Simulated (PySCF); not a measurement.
CH$_{6}$Cl$_{2}$Si$_{2}$ (SMILES [SiH3]C[SiH](Cl)Cl), singlet, at a GFN2-xTB geometry. Base run: PySCF with PBE0/6-31G.

Here is a job for PySCF.
```python
from pyscf import gto, scf, dft, solvent

mol = gto.Mole()
mol.atom = '''
    Si   -1.75159161   -1.56782734    0.46426424
    C    -0.38162621   -1.28857151   -0.84199450
    Si    0.72361079    0.23196218   -0.60584314
    Cl   -0.39993930    1.91005866   -0.63522526
    Cl    1.68427694    0.11520575    1.16692994
    H    -2.47477116   -2.78551388    0.08787841
    H    -2.66742645   -0.42788096    0.46391080
    H    -1.14261544   -1.74099398    1.78236617
    H    -0.85367097   -1.22662164   -1.82258215
    H     0.24969254   -2.17679907   -0.86853897
    H     1.73654047    0.36185601   -1.64794216
'''
mol.basis = '6-31g'
mol.verbose = 4
mol.build()

mf = dft.RKS(mol)
mf.xc = 'pbe0'
mf.kernel()
```

Variants of this job, named by their change:

| change | ΔE vs base (kJ/mol) | dipole (D) | HOMO-LUMO gap (eV) |
|---|---|---|---|
| base | 0.00 | 3.03 | 9.18 |
| model = IEF-PCM; solvent = dimethylsulfoxide | -15.83 | 3.89 | 9.08 |
| model = IEF-PCM; solvent = tetrahydrofuran | ___ | ___ | ___ |
| model = ddCOSMO; solvent = n-hexane | ___ | ___ | 9.15 |
| model = IEF-PCM; solvent = n-hexane; vdw_scale = 1.0 | -11.12 | 3.40 | 9.15 |
| model = C-PCM; solvent = n-hexane | -6.94 | 3.39 | 9.14 |
| model = IEF-PCM; solvent = n-hexane; vdw_scale = 1.4 | -3.37 | 3.24 | 9.15 |
| model = COSMO; solvent = n-hexane | ___ | 3.31 | 9.15 |
| model = IEF-PCM; solvent = n-hexane | -5.61 | 3.32 | 9.15 |
| model = IEF-PCM; solvent = n-hexane; lebedev_order = 41 | -5.60 | 3.32 | 9.15 |
| model = IEF-PCM; solvent = n-hexane; lebedev_order = 11 | -5.61 | 3.31 | 9.15 |
| model = SS(V)PE; solvent = n-hexane | -5.56 | 3.32 | 9.15 |

Question: Complete the blanks.

Answer: 
- model = IEF-PCM; solvent = tetrahydrofuran, ΔE vs base (kJ/mol): -12.95
- model = IEF-PCM; solvent = tetrahydrofuran, dipole (D): 3.73
- model = IEF-PCM; solvent = tetrahydrofuran, HOMO-LUMO gap (eV): 9.10
- model = ddCOSMO; solvent = n-hexane, ΔE vs base (kJ/mol): -7.11
- model = ddCOSMO; solvent = n-hexane, dipole (D): 3.35
- model = COSMO; solvent = n-hexane, ΔE vs base (kJ/mol): -5.39

The base is the gas phase, so ΔE is the electrostatic part of solvation at a fixed geometry, without cavity and dispersion terms.
